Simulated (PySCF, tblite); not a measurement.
Isomers of C7H11P. Method: GFN2-xTB as coded in tblite; computed harmonic values from a numerical Hessian at the method's own geometry, unscaled. Errors from tens to a few hundred cm⁻¹ against measured bands are possible. Modes of hydrogen on phosphorus can be 10 to 20 % off. One conformer each.

Electronic energies: PBE0/pcSseg-1 single points on the GFN2-xTB geometries (PySCF, gas phase).

```csv
SMILES,"electronic energy, lowest = 0 (kJ/mol)"
C#CP(CC)C(=C)C,173.0
C#CCP(C=C)CC,186.8
C/C=C\P1CC=CC1,21.3
C#CCP(C)C1CC1,182.6
CC1C=CP(C)C=C1,15.9
C=C/C(C)=P/C1CC1,121.4
CC(C)c1cc[pH]c1,0.0
C=CC1=C(C)PCC1,10.0
```

How do GFN2-xTB zero-point energies change the relative energies?

```csv
SMILES,ZPE (kJ/mol),of it from modes above 1550 cm⁻¹,electronic (kJ/mol),"with ZPE, lowest = 0 (kJ/mol)",lowest mode (cm⁻¹),rings
CC(C)c1cc[pH]c1,410.0,205.1,0.0,0.0,48,1
C=CC1=C(C)PCC1,407.6,213.1,10.0,7.6,44,1
CC1C=CP(C)C=C1,411.8,218.4,15.9,17.7,70,1
C/C=C\P1CC=CC1,409.8,217.4,21.3,21.1,18,1
C=C/C(C)=P/C1CC1,411.3,211.0,121.4,122.7,37,1
C#CP(CC)C(=C)C,402.3,223.7,173.0,165.3,16,0
C#CCP(C)C1CC1,403.2,214.3,182.6,175.9,41,1
C#CCP(C=C)CC,400.1,223.1,186.8,176.9,37,0
```

The zero-point energies span 11.7 kJ/mol, from `C#CCP(C=C)CC` to `CC1C=CP(C)C=C1`. The order is unchanged.

And how do the electronic energies of GFN2-xTB itself compare?

`CC(C)c1cc[pH]c1` 0.0; `C=CC1=C(C)PCC1` 19.3; `CC1C=CP(C)C=C1` 29.6; `C/C=C\P1CC=CC1` 40.4; `C=C/C(C)=P/C1CC1` 130.7; `C#CP(CC)C(=C)C` 194.7; `C#CCP(C)C1CC1` 170.1; `C#CCP(C=C)CC` 206.2 kJ/mol, lowest = 0. Against the energies above, taken from the same isomer `CC(C)c1cc[pH]c1`, the largest difference is 21.7 kJ/mol.

What do entropy and thermal enthalpy add at 298.15 K and 1 bar (rigid rotor, harmonic oscillator, one conformer each)?

```csv
SMILES,point group,symmetry number,S (J/(mol K)),H − H(0) (kJ/mol),ZPE + H − H(0) − TS (kJ/mol)
CC(C)c1cc[pH]c1,C1,1,387.3,26.20,320.7
C=CC1=C(C)PCC1,C1,1,397.3,26.98,316.1
CC1C=CP(C)C=C1,Cs,1,382.6,26.21,323.9
C=C/C(C)=P/C1CC1,C1,1,408.3,28.17,317.7
C#CCP(C)C1CC1,C1,1,420.2,29.85,307.8
C#CCP(C=C)CC,C1,1,436.6,31.67,301.6
```

Not tabulated: `C/C=C\P1CC=CC1` (lowest mode only 18 cm⁻¹); `C#CP(CC)C(=C)C` (lowest mode only 16 cm⁻¹).
